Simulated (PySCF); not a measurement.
Compound: C₆H₁₃BO₂.
SMILES: `CCCC1COBOC1`

The closed-shell ground state was solved at several levels (PySCF, density fitting, gas phase, non-relativistic). One conformer (not necessarily the lowest) at the PBE0-D3(BJ)/def2-SVP geometry, without solvent, vibrations or thermal averaging.

```
           level  basis functions  HOMO (eV)  LUMO (eV)  gap (eV)  dipole (D)
wB97X-D/pcSseg-1              218     -10.23       2.72     12.95        3.43
   PBE0/pcSseg-1              218      -8.30       0.86      9.16        3.40
```

Task: What might CAM-B3LYP/def2-SVPD (290 basis functions) give for the same quantities?

Result: HOMO -9.80 eV, LUMO 1.07 eV, gap 10.87 eV, dipole 3.36 D.

Task: Over all these levels, which gives the widest orbital gap and which the narrowest?

Result: wB97X-D/pcSseg-1 (range-separated hybrid) has the widest, 12.95 eV, and PBE0/pcSseg-1 (global hybrid, 25 % exact exchange) the narrowest, 9.16 eV. The two share the basis. From the narrowest to the widest the HOMO moves by -1.93 eV and the LUMO by +1.86 eV.

Task: How far do the dipole and the HOMO energy spread over the levels?

Result: The dipole runs from 3.36 to 3.43 D (mean 3.40 D) and the HOMO from -10.23 to -8.30 eV.
